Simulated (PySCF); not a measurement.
C₅H₉O₂, doublet, at a GFN2-xTB geometry, with bond 14-3 at 1.4 times its length; CASSCF(9,9)/STO-3G (PySCF).

Here is a job for PySCF.
```python
from pyscf import gto, scf, mcscf
import numpy

mol = gto.M(
    atom='''
C     3.00226701    0.79880876    0.65699187
C     2.04651383   -0.27493168    0.15220979
C     0.59423258    0.07875155    0.47095795
C    -0.35901479   -0.99086667   -0.03304500
O    -1.75345555   -0.65717584    0.32436231
C    -2.41389845    0.18133953   -0.36894129
O    -2.21221350    0.84233211   -1.34720837
H     2.91365675    0.91306580    1.73486228
H     4.03006311    0.53320727    0.42296507
H     2.78020002    1.75609018    0.19150960
H     2.29552041   -1.23239134    0.61486073
H     2.16196690   -0.38677709   -0.92781158
H     0.33936394    1.03196352    0.00198748
H     0.41990199    0.23220999    1.98223885
H    -0.18069386   -1.95441411    0.44494979
H    -0.30503663   -1.08896800   -1.12003922
''',
    basis='sto-3g',
    spin=1,
    verbose=4,
)

mf = scf.ROHF(mol)
mf.kernel()
mc = mcscf.CASSCF(mf, 9, 9)
mc.fix_spin_(ss=0.75)
mc.kernel()
occ = numpy.linalg.eigvalsh(mc.fcisolver.make_rdm1(mc.ci, mc.ncas, mc.nelecas))[::-1]
ss = mc.fcisolver.spin_square(mc.ci, mc.ncas, mc.nelecas)[0]
print('natural occupations', occ.round(4), ' <S^2>', round(ss, 4))
```

The log (banner, timings and long lists left out):

```
PySCF version 2.14.0

[INPUT] verbose = 4
[INPUT] num. atoms = 16
[INPUT] num. electrons = 55
[INPUT] charge = 0
[INPUT] spin (= nelec alpha-beta = 2S) = 1
[INPUT] symmetry False subgroup None
[INPUT] Mole.unit = angstrom
[INPUT] Symbol           X                Y                Z      unit          X                Y                Z       unit  Magmom
[...]
nuclear repulsion = 292.920683456144
number of shells = 30
number of NR pGTOs = 132
number of NR cGTOs = 44
basis = sto-3g
ecp = {}

******** <class 'pyscf.scf.rohf.ROHF'> ********
method = ROHF
initial guess = minao
damping factor = 0
level_shift factor = 0
DIIS = <class 'pyscf.scf.diis.CDIIS'>
diis_start_cycle = 1
diis_space = 8
diis_damp = 0
SCF conv_tol = 1e-09
SCF conv_tol_grad = None
SCF max_cycles = 50
direct_scf = True
direct_scf_tol = 1e-13
num. doubly occ = 27  num. singly occ = 1
Set gradient conv threshold to 3.16228e-05
init E= -341.028374231873
[...]
cycle= 1 E= -339.662843207469  delta_E= 1.37  |g|= 0.616  |ddm|= 3.53
[...]
cycle= 2 E= -339.744678900768  delta_E= -0.0818  |g|= 0.473  |ddm|= 0.955
[...]
cycle= 3 E= -339.810882612007  delta_E= -0.0662  |g|= 0.0844  |ddm|= 0.442
[...]
cycle= 4 E= -339.813566142805  delta_E= -0.00268  |g|= 0.0222  |ddm|= 0.0926
[...]
cycle= 5 E= -339.81389766506  delta_E= -0.000332  |g|= 0.00804  |ddm|= 0.0384
[...]
cycle= 6 E= -339.813995326295  delta_E= -9.77e-05  |g|= 0.00527  |ddm|= 0.0181
[...]
cycle= 7 E= -339.814070675106  delta_E= -7.53e-05  |g|= 0.00305  |ddm|= 0.0221
[...]
cycle= 8 E= -339.814102085577  delta_E= -3.14e-05  |g|= 0.00123  |ddm|= 0.0202
[...]
cycle= 9 E= -339.81410459524  delta_E= -2.51e-06  |g|= 0.000256  |ddm|= 0.00568
[...]
cycle= 10 E= -339.814104706057  delta_E= -1.11e-07  |g|= 6.94e-05  |ddm|= 0.00124
[...]
cycle= 11 E= -339.814104710637  delta_E= -4.58e-09  |g|= 2.59e-05  |ddm|= 0.000196
[...]
cycle= 12 E= -339.814104711288  delta_E= -6.52e-10  |g|= 5.56e-06  |ddm|= 0.00013
[...]
Extra cycle  E= -339.814104711312  delta_E= -2.38e-11  |g|= 3.2e-06  |ddm|= 8.77e-06
converged SCF energy = -339.814104711312

******** <class 'pyscf.mcscf.mc1step.CASSCF'> ********
CAS (5e+4e, 9o), ncore = 23, nvir = 12
max_cycle_macro = 50
max_cycle_micro = 4
conv_tol = 1e-07
conv_tol_grad = None
orbital rotation max_stepsize = 0.02
orbital rotation threshold for CI restart = 0.01
augmented hessian ah_max_cycle = 30
augmented hessian ah_conv_tol = 1e-12
augmented hessian ah_linear dependence = 1e-14
augmented hessian ah_level shift = 1e-08
augmented hessian ah_start_tol = 2.5
augmented hessian ah_start_cycle = 3
augmented hessian ah_grad_trust_region = 3
kf_trust_region = 3
kf_interval = 4
ci_response_space = 4
ci_grad_trust_region = 3
with_dep4 0
natorb = False
canonicalization = True
sorting_mo_energy = False
ao2mo_level = 2
internal_rotation = False
******** <class 'pyscf.fci.addons.SpinPenaltyFCISolver'> ********
max. cycles = 50
conv_tol = 1e-08
davidson only = True
linear dependence = 1e-12
level shift = 0.001
max iter space = 12
nroots = 1
pspace_size = 400
spin = None
CASCI E = -339.862463512672  S^2 = 0.7500000
Set conv_tol_grad to 0.000316228
macro iter   1 ( 21 JK    4 micro), CASSCF E = -339.894017494930  dE = -3.15539823e-02  S^2 = 0.7500000
               |grad[o]|=0.0543  |grad[c]|=0.0794  |ddm|=0.0679  |maxRot[o]|= 0.29
macro iter   2 ( 21 JK    4 micro), CASSCF E = -339.907370686293  dE = -1.33531914e-02  S^2 = 0.7500000
               |grad[o]|=0.0417  |grad[c]|=0.0327  |ddm|=0.0318  |maxRot[o]|=  0.2
macro iter   3 ( 21 JK    4 micro), CASSCF E = -339.916659357353  dE = -9.28867106e-03  S^2 = 0.7500000
               |grad[o]|=0.0279  |grad[c]|=0.0316  |ddm|=0.0262  |maxRot[o]|=0.248
macro iter   4 ( 21 JK    4 micro), CASSCF E = -339.924267467136  dE = -7.60810978e-03  S^2 = 0.7500000
               |grad[o]|=0.022  |grad[c]|=0.081  |ddm|= 0.02  |maxRot[o]|=0.225
macro iter   5 ( 21 JK    4 micro), CASSCF E = -339.929734156224  dE = -5.46668909e-03  S^2 = 0.7500000
[...]
               |grad[o]|=0.0141  |grad[c]|=0.0369  |ddm|=0.00605  |maxRot[o]|=0.277
macro iter   7 ( 21 JK    4 micro), CASSCF E = -339.936217449383  dE = -9.22455257e-04  S^2 = 0.7500000
               |grad[o]|=0.0135  |grad[c]|=0.044  |ddm|=0.0121  |maxRot[o]|=0.174
macro iter   8 ( 21 JK    4 micro), CASSCF E = -339.936449070340  dE = -2.31620957e-04  S^2 = 0.7500000
               |grad[o]|=0.0127  |grad[c]|=0.0423  |ddm|=0.0133  |maxRot[o]|=0.0772
macro iter   9 ( 21 JK    4 micro), CASSCF E = -339.936561691690  dE = -1.12621350e-04  S^2 = 0.7500000
               |grad[o]|=0.0128  |grad[c]|=0.0409  |ddm|=0.0132  |maxRot[o]|=0.0348
macro iter  10 ( 21 JK    4 micro), CASSCF E = -339.936634907021  dE = -7.32153307e-05  S^2 = 0.7500000
               |grad[o]|=0.013  |grad[c]|=0.0397  |ddm|=0.0132  |maxRot[o]|=0.0173
macro iter  11 ( 21 JK    4 micro), CASSCF E = -339.936662920744  dE = -2.80137231e-05  S^2 = 0.7500000
               |grad[o]|=0.0131  |grad[c]|=0.0386  |ddm|=0.013  |maxRot[o]|=0.0112
macro iter  12 ( 21 JK    4 micro), CASSCF E = -339.936649931425  dE =  1.29893197e-05  S^2 = 0.7500000
               |grad[o]|=0.0132  |grad[c]|=0.0377  |ddm|=0.0129  |maxRot[o]|=0.00982
macro iter  13 ( 17 JK    4 micro), CASSCF E = -339.940155937725  dE = -3.50600630e-03  S^2 = 0.7500000
               |grad[o]|=0.0134  |grad[c]|=0.0253  |ddm|=0.0115  |maxRot[o]|=0.0687
macro iter  14 ( 15 JK    4 micro), CASSCF E = -339.943034472190  dE = -2.87853446e-03  S^2 = 0.7500000
               |grad[o]|=0.0114  |grad[c]|=0.0268  |ddm|=0.012  |maxRot[o]|=0.0602
macro iter  15 ( 21 JK    4 micro), CASSCF E = -339.943041766866  dE = -7.29467627e-06  S^2 = 0.7500000
               |grad[o]|=0.0078  |grad[c]|=0.0227  |ddm|=0.00784  |maxRot[o]|=0.012
macro iter  16 ( 21 JK    4 micro), CASSCF E = -339.942857964239  dE =  1.83802627e-04  S^2 = 0.7500000
               |grad[o]|=0.00799  |grad[c]|=0.0262  |ddm|=0.0096  |maxRot[o]|=0.0109
macro iter  17 ( 21 JK    4 micro), CASSCF E = -339.944117048481  dE = -1.25908424e-03  S^2 = 0.7500000
               |grad[o]|=0.0085  |grad[c]|=0.00602  |ddm|=0.00236  |maxRot[o]|=0.0412
macro iter  18 ( 21 JK    4 micro), CASSCF E = -339.944140918141  dE = -2.38696606e-05  S^2 = 0.7500000
               |grad[o]|=0.00537  |grad[c]|=0.0139  |ddm|=0.0052  |maxRot[o]|=0.00828
macro iter  19 ( 16 JK    4 micro), CASSCF E = -339.944603295967  dE = -4.62377826e-04  S^2 = 0.7500000
               |grad[o]|=0.00552  |grad[c]|=0.011  |ddm|=0.00255  |maxRot[o]|=0.022
macro iter  20 ( 13 JK    4 micro), CASSCF E = -339.944948928075  dE = -3.45632108e-04  S^2 = 0.7500000
               |grad[o]|=0.00373  |grad[c]|=0.00808  |ddm|=0.00155  |maxRot[o]|=0.0268
macro iter  21 ( 11 JK    4 micro), CASSCF E = -339.944998342383  dE = -4.94143085e-05  S^2 = 0.7500000
               |grad[o]|=0.00138  |grad[c]|=0.00123  |ddm|=0.00125  |maxRot[o]|=0.0121
macro iter  22 (  8 JK    2 micro), CASSCF E = -339.945005632201  dE = -7.28981763e-06  S^2 = 0.7500000
               |grad[o]|=0.000567  |grad[c]|=0.000217  |ddm|=0.000366  |maxRot[o]|=0.00446
macro iter  23 (  4 JK    1 micro), CASSCF E = -339.945005851241  dE = -2.19040373e-07  S^2 = 0.7500000
               |grad[o]|=9.48e-05  |grad[c]|=0.00022  |ddm|=6.06e-05  |maxRot[o]|=0.000713
macro iter  24 (  3 JK    1 micro), CASSCF E = -339.945005862810  dE = -1.15690568e-08  S^2 = 0.7500000
               |grad[o]|=3.01e-05  |grad[c]|=6.58e-05  |ddm|=2.85e-05  |maxRot[o]|=0.000182
1-step CASSCF converged in  24 macro (423 JK  88 micro) steps
CASSCF canonicalization
Density matrix diagonal elements [1.96452527 1.95166725 1.92495305 1.92172159 1.02283069 0.08979129
 0.08520477 0.03116183 0.00814425]
CASSCF energy = -339.945005862810
CASCI E = -339.945005862810  E(CI) = -15.9757523432726  S^2 = 0.7500000
natural occupations [1.9727 1.9638 1.9165 1.914  1.0234 0.0866 0.086  0.0299 0.0073]  <S^2> 0.75
```
